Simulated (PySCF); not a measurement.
Species: (H2In-mu-Cl)2.
Cartesian coordinates in Å at the PBE0-D3(BJ)/def2-SVP level; atoms count from 1:
```xyz
8
Cl2H4In2 angstrom
In    -0.458    0.681   -1.693
H      0.133    2.274   -1.862
H     -1.332   -0.494   -2.570
Cl     1.515   -0.617   -0.658
In     0.457   -0.682    1.693
H      1.333    0.488    2.576
H     -0.136   -2.274    1.855
Cl    -1.512    0.623    0.659
```

Computed with PySCF, PBE0-D3(BJ)/def2-SVP geometry optimisation, gas phase, def2 core potentials past Kr.

Masses are those of the commonest isotopes; rigid-rotor values at the optimised geometry. The values belong to one conformer.

(1) What are A, B and C (MHz)?

(2) What kind of rotor is it?

(3) Is it planar, by Δ = Ic − Ia − Ib?

Results:

(1) Ia = 227.78, Ib = 848.39, Ic = 1055.39 u·Å²; 505379 MHz·u·Å²/I gives A = 2219, B = 595.7, C = 478.9 MHz.

(2) An asymmetric top; Ray's κ = -0.866.

(3) Not planar: Δ = Ic − Ia − Ib = -20.77 u·Å². For a rigid frame Δ = −2 Σ m c², so Σ m c² = 10.39 u·Å² lies off the ab plane, practically all of it from hydrogen. The atom farthest from that plane is 1.61 Å away.

The point group D2h allows no dipole (computed: 0.01 D), so a rigid rotor has no electric-dipole lines.

Atoms past krypton carry def2 core potentials. PBE0-D3(BJ)/def2-SVP frequencies: not computed here. These are rigid-rotor constants of the computed structure; measured ground-state constants (B0) also hold zero-point vibration. Quadrupole hyperfine structure (35Cl) is left out.
